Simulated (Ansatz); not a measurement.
The same molecule with X = O, S, Se. Ansatz, PBE0-D4/def2-TZVP geometries, multiplicity 1. Each molecule was computed in one conformer, which needn't be the lowest.

Elements past krypton have def2 core potentials. Scalar relativity is left out up to krypton.

| X | molecule | mean X–C bond length / Å | mean X–In bond length / Å | ideal-gas entropy at 298 K and 1 bar (rigid rotor, harmonic PBE0-D4/def2-TZVP) / J/(mol·K) | zero-point energy (PBE0-D4/def2-TZVP) / kJ/mol | HOMO–LUMO gap (B3LYP/def2-TZVPP) / eV |
| --- | --- | --- | --- | --- | --- | --- |
| O | `C[O][In]([F])[F]` | 1.414 | 1.954 | 382 | 117.2 | 5.15 |
| S | `C[S][In]([F])[F]` | 1.824 | 2.338 | 390 | 111.4 | 4.85 |

Q: Give the row for X = Se, `C[Se][In]([F])[F]`. (Estimate.)

A: Computed: 
```csv
X,molecule,mean X–C bond length / Å,mean X–In bond length / Å,"ideal-gas entropy at 298 K and 1 bar (rigid rotor, harmonic PBE0-D4/def2-TZVP) / J/(mol·K)",zero-point energy (PBE0-D4/def2-TZVP) / kJ/mol,HOMO–LUMO gap (B3LYP/def2-TZVPP) / eV
Se,`C[Se][In]([F])[F]`,1.965,2.455,407,108.9,4.57
```

From O to Se the mean X–C bond length rises at each step, by 0.551 Å in all; the mean X–In bond length rises at each step, by 0.501 Å in all; the ideal-gas entropy at 298 K and 1 bar (rigid rotor, harmonic PBE0-D4/def2-TZVP) rises at each step, by 25 J/(mol·K) in all; the zero-point energy (PBE0-D4/def2-TZVP) falls at each step, by 8.3 kJ/mol in all; the HOMO–LUMO gap (B3LYP/def2-TZVPP) falls at each step, by 0.58 eV in all. Bonds lengthen as the atom grows down the group.

B3LYP here is the variant with VWN-RPA as its local correlation; programs differ in this.

Spin–orbit coupling is left out; it splits and shifts lone-pair levels of the heavy atoms by tenths of an eV.
